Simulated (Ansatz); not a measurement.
# Molecular dynamics of Mg$_{12}$Br

input.yaml

```yaml
accuracy: low
crystal:
  lattice:
    - [6.42, 0.0, 0.0]
    - [3.21, 5.559883, 0.0]
    - [0.0, 0.0, 16.21304]
  atoms:
    - { symbol: Mg, position: [0.0, 0.0, 0.0616787] }
    - { symbol: Mg, position: [0.5, 0.0, 0.0616787] }
    - { symbol: Mg, position: [0.0, 0.5, 0.0616787] }
    - { symbol: Mg, position: [0.5, 0.5, 0.0616787] }
    - { symbol: Mg, position: [-0.17214801, 0.33183209, 0.2175442] }
    - { symbol: Mg, position: [0.33480331, 0.3321238, 0.21769823] }
    - { symbol: Mg, position: [-0.17215057, 0.83931815, 0.21755086] }
    - { symbol: Mg, position: [0.33050318, 0.83434461, 0.21622938] }
    - { symbol: Mg, position: [0.00070887, -0.00083273, 0.37349819] }
    - { symbol: Mg, position: [0.49179092, -0.00144237, 0.37332196] }
    - { symbol: Mg, position: [-0.00511391, 0.50207528, 0.36531065] }
    - { symbol: Mg, position: [0.49195773, 0.50831084, 0.3733582] }
    - { symbol: Br, position: [0.65675631, 0.17073763, 0.49350921] }
basis:
  ecutwfc: 420.0
kpoints:
  mp_grid: { grid: [2, 2, 1] }
hamiltonian:
  xc: lda
scf:
  occupations: { method: fermi_dirac, width: 0.1 }
  lower_state_search: "off"
md:
  timestep: 3.0
  n_steps: 150
  ensemble: nve
  temperature: 2400.0
  initial_velocities: maxwell_boltzmann
  seed: 973858
  constraints: [{ sites: [0, 1, 2, 3] }]
```

Command:

```bash
$ ansatz run input.yaml --threads 1 --pin off --max-ram 3072MiB --backend cpu --events-out ev --progress --plain --runs-dir out
```

It starts from a relaxed structure.

Output, in part (step lines):

```
md step     0: t =     0.00 fs  T =  2400.0 K  F+E_penalty+E_count = -25513.14302320 eV  E_kin = 2.792016 eV  conserved = -25510.35100722 eV  (9 SCF iters)
md step     1: t =     3.00 fs  T =  2379.1 K  F+E_penalty+E_count = -25513.11906723 eV  E_kin = 2.767756 eV  conserved = -25510.35131150 eV  (8 SCF iters)
md step     2: t =     6.00 fs  T =  2315.4 K  F+E_penalty+E_count = -25513.04500920 eV  E_kin = 2.693602 eV  conserved = -25510.35140696 eV  (8 SCF iters)
md step     3: t =     9.00 fs  T =  2208.9 K  F+E_penalty+E_count = -25512.92091466 eV  E_kin = 2.569705 eV  conserved = -25510.35120934 eV  (8 SCF iters)
md step     4: t =    12.00 fs  T =  2063.6 K  F+E_penalty+E_count = -25512.75130261 eV  E_kin = 2.400634 eV  conserved = -25510.35066876 eV  (7 SCF iters)
md step     5: t =    15.00 fs  T =  1887.7 K  F+E_penalty+E_count = -25512.54577963 eV  E_kin = 2.195982 eV  conserved = -25510.34979722 eV  (5 SCF iters)
md step     6: t =    18.00 fs  T =  1693.5 K  F+E_penalty+E_count = -25512.31877834 eV  E_kin = 1.970096 eV  conserved = -25510.34868206 eV  (4 SCF iters)
md step     7: t =    21.00 fs  T =  1496.3 K  F+E_penalty+E_count = -25512.08818244 eV  E_kin = 1.740701 eV  conserved = -25510.34748165 eV  (4 SCF iters)
[... lines left out ...]
md step   149: t =   447.00 fs  T =  1384.3 K  F+E_penalty+E_count = -25511.95790614 eV  E_kin = 1.610354 eV  conserved = -25510.34755199 eV  (4 SCF iters)
md step   150: t =   450.00 fs  T =  1436.9 K  F+E_penalty+E_count = -25512.01998832 eV  E_kin = 1.671581 eV  conserved = -25510.34840777 eV  (7 SCF iters)
```

The steps, from the saved trajectory:

```csv
time (fs),T (K),potential energy less start (eV),conserved less start (meV/atom)
0.0,2400,0.000,0.00
15.0,1888,0.597,0.09
30.0,1035,1.593,0.43
45.0,917,1.728,0.18
60.0,834,1.825,0.20
75.0,707,1.974,0.34
90.0,974,1.663,0.27
105.0,1351,1.222,0.14
120.0,1352,1.222,0.15
135.0,1068,1.553,0.32
150.0,1115,1.498,0.26
165.0,1311,1.270,0.18
180.0,1262,1.326,0.19
195.0,1012,1.619,0.27
210.0,879,1.774,0.31
225.0,979,1.656,0.22
240.0,1010,1.620,0.25
255.0,1003,1.629,0.29
270.0,1096,1.521,0.28
285.0,1259,1.330,0.25
300.0,1381,1.188,0.21
315.0,1326,1.252,0.21
330.0,1140,1.469,0.28
345.0,1061,1.561,0.24
360.0,1022,1.606,0.25
375.0,1082,1.537,0.29
390.0,1335,1.242,0.22
405.0,1557,0.984,0.19
420.0,1569,0.969,0.15
435.0,1346,1.230,0.30
450.0,1437,1.123,0.20
```

All steps were run. The conserved energy stayed within 0.43 meV per atom of its start (net change 0.2 meV per atom), so the integration is sound. The temperature averaged 0.51 of the 2400 K drawn at the start: a run that starts near a minimum puts about half its kinetic energy into the potential. A run of 0.45 ps of so small a system gives no equilibrium averages. Limits of this set-up: coarse k mesh, thin slab, slab without dipole correction, odd electron count without spin, low accuracy level.

Mean squared displacements from the first frame to the last: Mg 0.89 Å², Br 3.51 Å².

Last frame:

```xyz
13
Lattice="6.4200 0.0000 0.0000 3.2100 5.5599 0.0000 0.0000 0.0000 16.2130" Properties=species:S:1:pos:R:3
Mg 0.000 0.000 1.000
Mg 3.210 0.000 1.000
Mg 1.605 2.780 1.000
Mg 4.815 2.780 1.000
Mg 0.242 1.717 3.452
Mg 3.064 1.996 3.412
Mg 1.358 4.903 3.536
Mg 4.612 4.344 3.635
Mg 1.482 0.804 6.012
Mg 4.607 0.740 6.173
Mg 2.776 3.749 6.244
Mg 6.260 3.171 6.197
Br 3.477 2.306 7.911
```

Time of the run: 12 min on 1 thread of Intel(R) Xeon(R) Platinum 8259CL CPU @ 2.50GHz (Skylake/Cascade Lake), on a shared host, peak memory 0.82 GiB.
